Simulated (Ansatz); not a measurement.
Gas-phase electronic energies from Ansatz, PBE0-D4/def2-TZVP geometries. CCSD(T)/CBS adds triple-zeta CCSD(T) − MP2 to the extrapolated MP2 energy (def2 sets, frozen cores). DFT in def2-TZVPP. One conformer a species, not always the lowest.

Reaction (formal exchange of groups at the Si–B bond): `OBCB[SiH3]` + `COC(N)O` → `NC(O)O[SiH3]` + `CBCBO`

```csv
level,ΔE (kJ/mol)
ωB97M-V,-196.8
PBE,-174.1
HF/CBS(def2),-205.1
MP2/CBS(def2),-208.0
```

Q: What does CCSD(T)/CBS give? (Estimate.)

A: Ansatz gave: -194.9 kJ/mol. The listed levels differ from it by -1.9, 20.8, -10.2, -13.1 kJ/mol.

Largest T1 diagnostic among the species: 0.014.

From PBE to PBE0 (25 % exact exchange), in def2-TZVPP and without D4, ΔE moves by −7.8 kJ/mol.

CCSD(T)/CBS has its own doubt, a few kJ/mol and more with outer-core shells, so smaller differences from it don't rank the levels.
